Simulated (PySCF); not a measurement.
Two species compared at the same levels of theory.

First species: C₃H₇FGaN.
SMILES: `CC#[N+][GaH2-][CH2]F`

Second species: C5H13AsP2.
SMILES: `C=CP(CP)[As](C)C`

Levels: CAM-B3LYP/def2-SVPD for dipole moment, HOMO energy, LUMO energy, HOMO–LUMO gap, static isotropic polarisability and electronic spatial extent ⟨r²⟩ about the centre of nuclear charge; TDDFT CAM-B3LYP/def2-SVPD for lowest singlet excitation; TDA CAM-B3LYP/def2-SVPD for lowest triplet excitation (Tamm–Dancoff); ΔSCF CAM-B3LYP/def2-SVPD for vertical ionisation energy; PBE0-D3(BJ)/def2-SVP for rotational constant A and rotational constant C. Geometries: PBE0-D3(BJ)/def2-SVP. All species are isolated and taken at one optimised geometry, non-relativistic unless stated; the electronic structure was computed with PySCF and density fitting.

The conformers computed, where there is a choice (atom-mapped SMILES and torsion angles):
- `[CH3:1][C:2]#[N+:3][GaH2-:4][CH2:5][F:6]`: C2–N3–Ga4–C5 26°, N3–Ga4–C5–F6 -41°
- `[CH2:1]=[CH:2][P:3]([CH2:4][PH2:5])[As:6]([CH3:7])[CH3:8]`: C1–C2–P3–C4 147°, C2–P3–C4–P5 168°, C2–P3–As6–C7 66°, H–P5–C4–P3 164°, H–P5–C4–P3 69°

```csv
property,column X,column Y
dipole moment,1.10 D,5.32 D
HOMO energy,-7.28 eV,-8.41 eV
LUMO energy,0.33 eV,0.39 eV
HOMO–LUMO gap,7.61 eV,8.80 eV
lowest singlet excitation,4.70 eV,5.80 eV
lowest triplet excitation (Tamm–Dancoff),3.78 eV,5.47 eV
static isotropic polarisability,151.4 au,75.4 au
vertical ionisation energy,7.81 eV,9.28 eV
electronic spatial extent ⟨r²⟩ about the centre of nuclear charge,2155 bohr²,1036 bohr²
rotational constant A,1.118 GHz,3.581 GHz
rotational constant C,0.539 GHz,1.086 GHz
```

Question: Which column belongs to which species?

Answer: Column X is the second species and column Y the first. The first has 13 atoms and 72 electrons, the second 21 and 106.

Question: How does each property change from the first species to the second?

Answer: dipole moment -4.22 D; HOMO energy +1.13 eV; LUMO energy -0.06 eV; HOMO–LUMO gap -1.19 eV; lowest singlet excitation -1.10 eV; lowest triplet excitation (Tamm–Dancoff) -1.69 eV; static isotropic polarisability +76.0 au; vertical ionisation energy -1.47 eV; electronic spatial extent ⟨r²⟩ about the centre of nuclear charge +1119 bohr²; rotational constant A -2.463 GHz; rotational constant C -0.547 GHz.

On the first: The principal polarisabilities are 64.8, 70.3 and 91.0 au; their mean is the isotropic value. The calculation is non-relativistic and has no spin–orbit coupling, an omission that weighs most on gallium.

On the second: The principal polarisabilities are 119.0, 157.6 and 177.7 au; their mean is the isotropic value. The calculation is non-relativistic and has no spin–orbit coupling, an omission that weighs most on arsenic.
